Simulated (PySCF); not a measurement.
Species: C₄H₅F₂OS (doublet state).
Cartesian coordinates in Å at the GFN2-xTB level; atoms count from 1:
```
atom  x, y, z in Å
F1     2.9167   -2.0072    0.0231
C2     2.2440   -0.8582    0.1576
F3     2.8840   -0.1563    1.1242
O4     0.9731   -1.1467    0.5110
C5     0.0503   -0.1441    0.2946
C6    -1.4149   -0.3931    0.4708
C7    -1.7995    0.5981   -0.6293
S8    -0.0644    0.7856   -1.1993
H9     2.3228   -0.2769   -0.7825
H10   -1.7891   -0.1456    1.4659
H11   -1.7089   -1.4210    0.2422
H12   -2.1918    1.5475   -0.2756
H13   -2.4267    0.1975   -1.4204
```

The hyperfine couplings belong to this conformer and change with its torsions.

As a line formula: `FC(F)O[C]1CCS1` [radical].

Computed, not measured: UKS B3LYP, pcH-1 on C F H O S, non-relativistic, mean-field spin-orbit, GIAO in PySCF 2.14.0. The structure is a single GFN2-xTB conformer in the gas phase; no vibrational or solvent corrections. The geometry wasn't refined by DFT: couplings that depend on bond lengths, twists or pyramidal angles can differ widely from those at the functional's own minimum. Stability of the SCF solution: not tested.

Principal values of hyperfine tensors in MHz (contact, dipolar and spin–orbit terms together), for some of the nuclei:

```tsv
atom	isotope	A1	A2	A3
C5	13C	219.32	223.39	429.81
H10	1H	58.23	59.52	73.96
S8	33S	-9.83	-3.27	54.96
O4	17O	-53.19	4.90	6.95
F1	19F	4.55	6.42	17.97
H13	1H	6.71	7.23	12.71
F3	19F	-2.66	0.59	28.20
C6	13C	-9.60	-7.32	-1.05
```

(1) Give the isotropic coupling of each nucleus in MHz and in mT (g = 2.0046), and the anisotropic part.

(2) What spin density at the nucleus of O4 lies behind its contact coupling (g_N = -0.75752)?

(3) H11 (1H, g_N = 5.58569) isn't in the table. Its spin density at the nucleus is 0.01509 bohr⁻³. What is its contact coupling?

(4) Name the largest traceless tensor T of the table and describe it.

(5) What first-order splitting does S8 cause when the field lies along A1, A2 or A3 of its tensor (g taken as isotropic, no quadrupole term)?

## Answers

(1) a_iso = (A1 + A2 + A3)/3, Ti = Ai − a_iso; 1 mT corresponds to 28.057 MHz. The tensors hold a spin–orbit part: the run splits a_iso into a_FC + a_SO, and T includes its anisotropic share.

| atom | a_iso (MHz) | a_FC | a_SO | a_iso (mT) | T1 | T2 | T3 |
| --- | --- | --- | --- | --- | --- | --- | --- |
| C5 | 290.84 | 290.49 | 0.34 | 10.366 | -71.52 | -67.45 | 138.97 |
| H10 | 63.90 | 63.90 | 0.00 | 2.278 | -5.68 | -4.38 | 10.06 |
| S8 | 13.95 | 14.28 | -0.32 | 0.497 | -23.78 | -17.23 | 41.00 |
| O4 | -13.78 | -13.64 | -0.15 | -0.491 | -39.41 | 18.68 | 20.73 |
| F1 | 9.65 | 9.69 | -0.05 | 0.344 | -5.10 | -3.22 | 8.32 |
| H13 | 8.88 | 8.89 | 0.00 | 0.317 | -2.17 | -1.65 | 3.82 |
| F3 | 8.71 | 8.63 | 0.08 | 0.310 | -11.37 | -8.12 | 19.49 |
| C6 | -5.99 | -6.00 | 0.01 | -0.213 | -3.61 | -1.33 | 4.94 |

(2) a_FC = 800.24 MHz bohr³ × g_N × ρ(0)/(2S). With a_FC = -13.64 MHz and 2S = 1, ρ(0) = 0.02249 bohr⁻³. The nuclear moment is negative, so coupling and spin density have opposite signs.

(3) By the same relation, a_FC = 67.5 MHz. Its full tensor has the principal values 63.38, 65.03, 73.97 MHz.

(4) C5: -71.5, -67.5, 139.0 MHz (the dipolar term alone has -71.6, -67.7, 139.3), nearly axial, close to the ratio −1:−1:+2, the form that spin in one p orbital centred on that nucleus gives.

(5) 4 lines (I = 3/2), spaced by |A_i|/(g × 13.996): 0.35, 0.12, 1.96 mT along the axes of A1, A2 and A3.

Time: 74 s wall (with the writing of density and orbital grids); peak memory 1.0 GiB. Hardware: one thread, Arm Neoverse V1 (aarch64), shared host.
